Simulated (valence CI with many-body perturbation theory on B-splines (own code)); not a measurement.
**Energy levels of Pm³⁰⁺**

Computed by configuration interaction combined with many-body perturbation theory (CI+MBPT): three valence electrons over a frozen Dirac-Fock core [Ar] 3d10, a basis of 9 s, 9 p, 8 d, 6 f, 3 g, 1 h functions for each j, with the one-electron correlation potential Σ1 (screened to all orders), the two-electron term Σ2, the three-electron term Σ3, Breit, model QED; selected single and double excitations, second order for the rest, scaled by the run's own slope (own B-spline code, finite nucleus).

The last digits are not significant, and no measured levels were compared; by estimate large intervals hold to a few tenths of a per cent, small ones and those within an open d or f shell to about a per cent.

Levels 1 to 36 of 36, with energies above the lowest level, (4s^2 4p1/2) J=1/2. "Leading %" is the weight of the configuration and term that name the level; weights of strongly mixed levels are sums over their largest components and can fall short, so below about 35 % the name and the second component can differ from the true leading terms, or belong to a minority configuration. In the jj column 3d3/2^4 stands for four electrons in 3d with j = 3/2. Lifetimes count E1, E2, E3, M1 and M2 decay at the calculated energies, and are blank where another channel may lead or the interval is too uncertain; long ones can be off by a factor of two.

```csv
No.,Configuration,Term,J,E (eV),Leading %,g,Lifetime,Leading jj
1,4s²4p,²P°,1/2,0.00,99,0.662,,4s^2 4p1/2 (99 %)
2,4s²4p,²P°,3/2,34.45,99,1.331,5.12 μs,4s^2 4p3/2 (99 %)
3,4s4p²,⁴P,1/2,65.20,69,2.354,97.0 ps,4s 4p1/2^2 (92 %)
4,4s4p²,⁴P,3/2,91.24,94,1.684,810 ps,4s 4p1/2 4p3/2 (98 %)
5,4s4p²,⁴P,5/2,97.04,50,1.399,165 ps,4s 4p1/2 4p3/2 (95 %)
6,4s4p²,²D,3/2,105.83,72,0.932,11.1 ps,4s 4p1/2 4p3/2 (92 %)
7,4s4p²,²P,1/2,109.09,71,1.172,4.65 ps,4s 4p1/2 4p3/2 (90 %)
8,4s4p²,⁴P,5/2,128.81,49,1.393,85.1 ps,4s 4p3/2^2 (92 %)
9,4s4p²,²P,3/2,142.98,62,1.162,3.41 ps,4s 4p3/2^2 (66 %)
10,4s4p²,²S,1/2,143.60,69,1.804,6.82 ps,4s 4p3/2^2 (96 %)
11,4s²4d,²D,3/2,152.56,70,0.880,2.34 ps,4s^2 4d3/2 (70 %)
12,4s²4d,²D,5/2,157.83,92,1.201,3.66 ps,4s^2 4d5/2 (92 %)
13,4p³,²P°,3/2,173.07,42,1.338,8.57 ps,4p1/2^2 4p3/2 (93 %)
14,4s4p4d,⁴F°,3/2,199.68,49,0.869,13.7 ps,4s 4p1/2 4d3/2 (66 %)
15,4p³,²D°,5/2,200.80,56,1.154,29.9 ps,4p1/2 4p3/2^2 (56 %)
16,4s4p4d,⁴F°,3/2,202.63,36,1.051,7.41 ps,4p1/2 4p3/2^2 (56 %)
17,4s4p4d,⁴F°,5/2,207.06,61,1.084,12.8 ps,4s 4p1/2 4d3/2 (42 %)
18,4p³,²P°,1/2,212.08,92,0.660,5.60 ps,4p1/2 4p3/2^2 (92 %)
19,4s4p4d,⁴D°,3/2,214.45,49,1.341,2.59 ps,4s 4p1/2 4d3/2 (68 %)
20,4s4p4d,⁴D°,1/2,214.48,70,0.358,2.13 ps,4s 4p1/2 4d3/2 (92 %)
21,4s4p4d,⁴P°,5/2,214.98,50,1.436,4.51 ps,4s 4p1/2 4d5/2 (90 %)
22,4s4p4d,⁴F°,7/2,215.57,64,1.256,11.7 ps,4s 4p1/2 4d5/2 (87 %)
23,4s4p4d,²F°,5/2,224.71,72,0.955,5.44 ps,4s 4p1/2 4d5/2 (71 %)
24,4s4p4d,²D°,3/2,228.22,44,1.008,2.58 ps,4s 4p1/2 4d5/2 (55 %)
25,4p³,²P°,3/2,238.07,34,1.291,5.47 ps,4p3/2^3 (62 %)
26,4s4p4d,⁴F°,9/2,240.66,100,1.331,6.81 μs,4s 4p3/2 4d5/2 (100 %)
27,4s4p4d,⁴D°,5/2,241.45,57,1.280,2.58 ps,4s 4p3/2 4d3/2 (91 %)
28,4s4p4d,⁴P°,1/2,241.51,88,2.359,3.16 ps,4s 4p3/2 4d3/2 (98 %)
29,4s4p4d,⁴D°,7/2,242.53,56,1.331,3.02 ps,4s 4p3/2 4d3/2 (60 %)
30,4s4p4d,⁴P°,3/2,242.54,50,1.456,3.04 ps,4s 4p3/2 4d3/2 (75 %)
31,4s4p4d,²D°,5/2,249.51,48,1.331,5.03 ps,4s 4p3/2 4d5/2 (97 %)
32,4s4p4d,²D°,3/2,250.14,64,0.980,2.40 ps,4s 4p3/2 4d3/2 (52 %)
33,4s4p4d,²F°,5/2,254.88,68,0.904,2.48 ps,4s 4p3/2 4d3/2 (76 %)
34,4s4p4d,²F°,7/2,256.08,95,1.150,4.80 ps,4s 4p3/2 4d5/2 (75 %)
35,4s4p4d,²F°,7/2,257.33,60,1.204,3.89 ps,4s 4p3/2 4d5/2 (74 %)
36,4s4p4d,²P°,1/2,258.98,79,0.603,1.94 ps,4s 4p3/2 4d3/2 (79 %)
```

The ionisation energy to 4s² ¹S0 of the next ion comes out as 1159.6 eV (NIST: 1158 ± 4 eV (theoretical)). All 36 levels together are meant to be complete up to 259.49 eV.
